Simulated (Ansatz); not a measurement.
`CO[SiH2][O][GeH3]`, charge 0, multiplicity 1.

Problem. Give a relaxed structure at PBE0-D4/def2-TZVP (Ansatz). (An estimate is asked.)

Solution. The calculation gave: 
```xyz
13

C    -1.151    1.726    0.993
O    -0.172    0.850    0.490
Si   -0.053   -0.734    0.906
O     0.970   -1.432   -0.138
Ge    1.318   -1.081   -1.850
H    -0.955    1.985    2.040
H    -1.129    2.643    0.402
H    -2.156    1.293    0.924
H     0.495   -0.892    2.278
H    -1.413   -1.339    0.834
H     2.031   -2.332   -2.375
H    -0.010   -0.841   -2.586
H     2.224    0.156   -1.917
```
This is one stationary point; other conformers may exist.
